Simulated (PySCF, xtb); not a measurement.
Si(H)2(OH)(SMe) (CH6OSSi), SMILES CS[SiH2]O.

xtb with GFN2-xTB at its own geometry gives an orbital gap of 4.27 eV and a dipole moment of 1.46 D.

Geometry optimised at PBE0-D3(BJ)/def2-SVP. Other conformers were not sampled.

Q: What does PBE0/def2-TZVP (PySCF) give? (The exact figures need the calculation; the answer reports its results.)

A: gap 7.09 eV (levels -7.07 and 0.02 eV), dipole 2.66 D.
